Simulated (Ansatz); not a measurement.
Two isomers of C2H8ClNOSi: A = `CO[Si](C)(N)Cl`, B = `CN[SiH](Cl)OC`.

Gas-phase electronic energies from Ansatz, PBE0-D4/def2-TZVP geometries. CCSD(T)/CBS adds triple-zeta CCSD(T) − MP2 to the extrapolated MP2 energy (def2 sets, frozen cores). Functionals use def2-TZVPP. One conformer a species, not always the lowest.

Problem. Which is lower in electronic energy at CCSD(T)/CBS, and by how much? (An estimate is asked.)

Solution. Computed: A, by 94.0 kJ/mol.

Problem. Give E(B) − E(A) in kJ/mol with CCSD(T)/def2-TZVPP, r2SCAN-D4, CCSD/def2-TZVPP, PBE-D4, B2PLYP, PBE0-D4, MP2/def2-TZVPP. (Estimate.)

Solution. Ansatz gave: CCSD(T)/def2-TZVPP 92.0, r2SCAN-D4 96.5, CCSD/def2-TZVPP 91.1, PBE-D4 90.9, B2PLYP 90.1, PBE0-D4 92.7, MP2/def2-TZVPP 96.3. None reverses the order clearly.

Largest T1 diagnostic: 0.010.

The D4 term adds +3.3 kJ/mol with B3LYP and +1.8 kJ/mol with PBE0; it sums over pairs of atoms, weighted by their polarisabilities, and B3LYP, whose exchange is more repulsive, gets the larger term. In def2-TZVPP, CCSD(T) changes the Hartree–Fock value by +9.5 kJ/mol (the triples alone add +0.9 kJ/mol) and MP2 by +13.7 kJ/mol.

B3LYP here is the variant with VWN-RPA as its local correlation; programs differ in this.
